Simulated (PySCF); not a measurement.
All values below come from PBE-D3(BJ)/def2-TZVP // PBE0-D3(BJ)/def2-SVP (PySCF). Gas-phase values, no solvent. One relaxed conformer stands for a flexible species; it need not be the lowest. Excitations are Tamm–Dancoff values on a coarser integration grid. The basis has no diffuse functions, so Rydberg states are missing or too high.

Reference species (SMILES): `[SiH3][C@H]1[C@H]2CC[C@@H]1CC2` (neutral, multiplicity 1).

```json
{
 "S1 oscillator strength": "0.000",
 "LUMO": "-0.15 eV",
 "S1 excitation (TDA)": "6.79 eV"
}
```

Changed species: `[SiH3][C@@H]1C[C@@H]2CC[C@H]1C2`.

### Question
What does the change do to the S1 oscillator strength, LUMO and S1 excitation (TDA)?

### Answer
the S1 oscillator strength goes up by 0.017, to 0.017; the LUMO increases by 0.04 eV, to -0.11 eV; the S1 excitation (TDA) falls by 0.11 eV, to 6.68 eV.
